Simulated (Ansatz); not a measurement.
Isolated molecules relaxed with PBE0-D4/def2-TZVP in Ansatz; ΔE leaves out vibrations. CCSD(T)/CBS adds triple-zeta CCSD(T) − MP2 to the extrapolated MP2 energy (def2 sets, frozen cores). DFT in def2-TZVPP. Each species was taken in one conformer, which may not be the lowest.

Reaction (isomerisation): `C=C[SiH2]N[SiH3]` → `C=C(N)[SiH2][SiH3]`

`C=C[SiH2]N[SiH3]`:

```xyz
14

C    -1.209   -2.496    0.977
C    -0.180   -1.703    0.686
Si   -0.320    0.149    0.702
N     0.047    0.835   -0.840
Si    1.183    2.065   -1.251
H    -2.181   -2.088    1.242
H    -1.131   -3.580    0.970
H     0.771   -2.166    0.425
H     0.644    0.760    1.654
H    -1.713    0.452    1.140
H    -0.499    0.471   -1.610
H     1.928    2.417   -0.017
H     2.140    1.596   -2.291
H     0.521    3.288   -1.787
```

`C=C(N)[SiH2][SiH3]`:

Cartesian coordinates in Å:
```
C 1.013 1.316 0.527
C -0.285 0.991 0.465
N -1.312 1.872 0.763
Si -0.800 -0.778 0.095
Si 0.903 -1.963 -0.981
H 1.786 0.577 0.359
H 1.344 2.322 0.773
H -2.190 1.712 0.298
H -1.063 2.849 0.802
H -2.005 -0.733 -0.787
H -1.218 -1.472 1.346
H 0.475 -3.372 -1.191
H 1.203 -1.353 -2.304
H 2.148 -1.969 -0.166
```

(1) Is it downhill or uphill in electronic energy at CCSD(T)/CBS, and by how much? (Estimate.)

(2) What do these levels give: BLYP-D4, r2SCAN0-D4, BHLYP-D4, revPBE, r2SCAN, LC-ωPBE, RPA@PBE/def2-TZVPP, HF/def2-SVP, CCSD/def2-SVP, SCS-MP2/def2-TZVPP, CCSD/def2-TZVPP, SCS-MP2/def2-QZVPP? (An estimate is asked.)

Largest T1 diagnostic among the species: 0.013.

Results:

(1) Computed: Uphill: ΔE = +36.7 kcal/mol.

(2) Ansatz gave: BLYP-D4 31.6, r2SCAN0-D4 33.6, BHLYP-D4 37.5, revPBE 27.2, r2SCAN 31.9, LC-ωPBE 32.8, RPA@PBE/def2-TZVPP 35.7, HF/def2-SVP 37.9, CCSD/def2-SVP 32.2, SCS-MP2/def2-TZVPP 39.3, CCSD/def2-TZVPP 37.4, SCS-MP2/def2-QZVPP 39.8 kcal/mol.

From BLYP to BHLYP (50 % exact exchange), in def2-TZVPP and without D4, ΔE moves by +5.9 kcal/mol. Leaving LDA and LC-ωPBE aside and taking each functional with its dispersion term where it has one, the values, not all of them listed here, spread over 11.2 kcal/mol, from PBE-D4 to BHLYP-D4. LDA lies −2.0 kcal/mol from PBE without D4. At CCSD(T), def2-SVP lies −5.5 kcal/mol from the extrapolated value and def2-TZVPP −0.5 kcal/mol.
